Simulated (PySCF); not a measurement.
AlH2IO2, SMILES [OH][Al]([OH])[I]. Geometry optimised at PBE0-D3(BJ)/def2-SVP. The def2 effective core potentials stand for the cores of I; spin–orbit coupling is left out. The values are those of a single conformer.

Calculation: PBE0-D3(BJ)/def2-SVP (PySCF).

Harmonic wavenumbers (cm⁻¹): 146, 193, 237, 289, 342, 343, 530, 589, 812, 982, 3995, 3995. Rotational constants (GHz): 6.514, 1.371, 1.132; symmetry number 2.

Problem. Work out the zero-point energy and the ideal-gas rigid-rotor harmonic-oscillator thermochemistry at 298.15 K and 1 atm.

Solution. ZPE = ½ Σ hcν = ½ × 12453 cm⁻¹ = 17.80 kcal/mol. H − E(el) = 22.30 kcal/mol. Entropy in cal/(mol K): translation 41.60, rotation 26.48, vibration 11.99, total 80.06. G − E(el) = -1.57 kcal/mol. Cp = 21.63 cal/(mol K). Modes under 150 cm⁻¹ make the vibrational entropy uncertain.
